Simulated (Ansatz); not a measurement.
**Molecular dynamics of LiSc12**

Input file:

```yaml
accuracy: low
crystal:
  lattice:
    - [6.62, 0.0, 0.0]
    - [-4.965, 8.599632, 0.0]
    - [0.0, 0.0, 5.27614]
  atoms:
    - { symbol: Sc, position: [-0.04586147, -0.06213095, -0.07354294] }
    - { symbol: Sc, position: [0.18908509, 0.23528265, 0.52229424] }
    - { symbol: Sc, position: [0.00841268, 0.31902367, 0.07683232] }
    - { symbol: Sc, position: [0.08274985, 0.52765099, 0.57058546] }
    - { symbol: Sc, position: [0.00087809, 0.65718403, 0.08889772] }
    - { symbol: Sc, position: [0.1518417, 0.86994696, 0.5019684] }
    - { symbol: Sc, position: [0.67027408, 0.06714197, -0.12906516] }
    - { symbol: Sc, position: [0.62653623, 0.23520513, 0.50351259] }
    - { symbol: Sc, position: [0.57257672, 0.36726915, -0.00185928] }
    - { symbol: Sc, position: [0.6215814, 0.54048591, 0.50563664] }
    - { symbol: Sc, position: [0.42812732, 0.68086056, 0.0262447] }
    - { symbol: Sc, position: [0.68779418, 0.90386297, 0.4344216] }
    - { symbol: Li, position: [0.36557386, 0.049997, 0.11943413] }
basis:
  ecutwfc: 420.0
kpoints:
  mp_grid: { grid: [3, 2, 3] }
hamiltonian:
  xc: pbe
scf:
  occupations: { method: fermi_dirac, width: 0.05 }
  lower_state_search: "off"
md:
  timestep: 1
  n_steps: 240
  ensemble: nvt_langevin
  temperature: 1680.0
  initial_velocities: maxwell_boltzmann
  seed: 864681
  friction: 0.02
```

Command:

```bash
$ ansatz run input.yaml --threads 2 --pin off --max-ram 5120MiB --backend cpu --events-out ev --progress --plain --runs-dir out
```

It goes on from the last frame of an earlier run, with new velocities.

Output, in part (step lines):

```
md step     0: t =     0.00 fs  T =  1550.8 K  F+E_penalty+E_count = -25830.01211953 eV  E_kin = 2.605882 eV  (9 SCF iters)
md step     1: t =     1.00 fs  T =  1657.6 K  F+E_penalty+E_count = -25830.00858179 eV  E_kin = 2.785481 eV  (7 SCF iters)
md step     2: t =     2.00 fs  T =  1560.0 K  F+E_penalty+E_count = -25830.00100411 eV  E_kin = 2.621466 eV  (7 SCF iters)
md step     3: t =     3.00 fs  T =  1399.6 K  F+E_penalty+E_count = -25829.99399378 eV  E_kin = 2.351818 eV  (7 SCF iters)
md step     4: t =     4.00 fs  T =  1413.9 K  F+E_penalty+E_count = -25829.98903087 eV  E_kin = 2.375863 eV  (7 SCF iters)
md step     5: t =     5.00 fs  T =  1348.8 K  F+E_penalty+E_count = -25829.98327262 eV  E_kin = 2.266415 eV  (6 SCF iters)
md step     6: t =     6.00 fs  T =  1295.4 K  F+E_penalty+E_count = -25829.97914902 eV  E_kin = 2.176748 eV  (5 SCF iters)
md step     7: t =     7.00 fs  T =  1338.2 K  F+E_penalty+E_count = -25829.98255160 eV  E_kin = 2.248752 eV  (6 SCF iters)
[... lines left out ...]
md step   238: t =   238.00 fs  T =  2098.2 K  F+E_penalty+E_count = -25829.93579878 eV  E_kin = 3.525763 eV  (5 SCF iters)
md step   239: t =   239.00 fs  T =  1900.2 K  F+E_penalty+E_count = -25829.88561044 eV  E_kin = 3.193007 eV  (5 SCF iters)
md step   240: t =   240.00 fs  T =  1827.6 K  F+E_penalty+E_count = -25829.83299373 eV  E_kin = 3.071035 eV  (7 SCF iters)
```

The steps, from the saved trajectory:

```tsv
time (fs)	T (K)	potential energy less start (eV)
0	1551	0.000
8	1380	0.023
16	1329	0.024
24	1436	0.014
32	1378	-0.010
40	1292	-0.165
48	1799	-0.377
56	2037	-0.224
64	1767	0.391
72	894	0.990
80	706	1.178
88	818	1.133
96	1236	1.054
104	1422	1.025
112	1492	1.183
120	1242	1.327
128	1244	0.987
136	1979	0.371
144	1810	-0.240
152	1948	-0.557
160	1663	-0.538
168	1625	-0.387
176	1459	-0.135
184	1520	0.316
192	1280	0.574
200	1372	0.621
208	1005	0.597
216	1186	0.379
224	1544	-0.001
232	1648	-0.063
240	1828	0.179
```

The run went to its last step. A run of 0.24 ps of so small a system gives no equilibrium averages. Limits of this set-up: coarse k mesh, a small cell, in which the defect meets its images, a typed lattice constant that wasn't relaxed here, low accuracy level.

Mean squared displacements from the first frame to the last, about the centre of mass: Sc 0.29 Å², Li 3.50 Å².

Last frame:

```xyz
13
Lattice="6.6200 0.0000 0.0000 -4.9650 8.5996 0.0000 0.0000 0.0000 5.2761" Properties=species:S:1:pos:R:3
Sc 0.783 -0.896 -0.953
Sc 0.004 2.124 3.015
Sc -1.270 2.971 0.196
Sc -2.074 4.675 2.960
Sc -2.853 5.562 -0.029
Sc -2.423 7.535 1.844
Sc 4.313 0.051 -0.839
Sc 3.244 2.048 2.493
Sc 2.407 3.301 -0.271
Sc 1.217 4.996 2.842
Sc 0.200 5.692 0.365
Sc 0.668 8.156 1.711
Li 0.909 1.202 1.043
```

Time of the run: 40 min on 2 threads of Arm Neoverse V1, on a shared host, peak memory 0.96 GiB.
